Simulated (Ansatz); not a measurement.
How basis sets differ on CH5GaO2 (SMILES [CH3][Ga]([OH])[OH])

CH5GaO2: 9 atoms, total charge 0, spin state singlet. As SMILES, `[CH3][Ga]([OH])[OH]`. The coordinates come from a PBE0-D4/def2-TZVP relaxation. This is one conformer, not always the lowest.

Quantity: the HOMO–LUMO gap, in eV. The values are calculated.

| level | kind | program | value (eV) |
| --- | --- | --- | --- |
| HF/STO-3G | Hartree–Fock | Ansatz | 13.64 |
| HF/3-21G | Hartree–Fock | Ansatz | 14.75 |
| HF/def2-SVP | Hartree–Fock | Ansatz | 15.02 |
| HF/def2-TZVP | Hartree–Fock | Ansatz | 14.66 |

All-electron rows without a relativistic Hamiltonian named are non-relativistic. The values span 13.64 to 15.02 eV. A Hartree–Fock LUMO above zero doesn't converge with the basis: it sinks as sets grow more diffuse. Orbital gaps aren't excitation energies.
